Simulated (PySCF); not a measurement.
BH2, SMILES [BH2] (connectivity only; charge and spin as stated), charge +1, multiplicity 1. Geometry: B3LYP-D3(BJ)/def2-TZVPD. The multiplicity is an assumed one; other spin states were not compared. The isomer is the one that the SMILES or the coordinates give; other isomers of the formula were not compared.

TDDFT-LC-ωPBE/def2-TZVPD (PySCF 2.14.0) puts the lowest singlet excitations at 7.31, 7.31, 11.51, 11.51, 14.68, 15.87 eV.

Problem. What are the lowest excitation roots from ADC(2)/aug-cc-pVDZ (PySCF)? (Estimate from the structure and the level; the computed values follow.)

Solution. 7.71, 7.71, 12.54, 12.54, 14.98, 16.36 eV. S1 differs by 0.40 eV (second minus first; roots are paired by order, and the bases may differ).
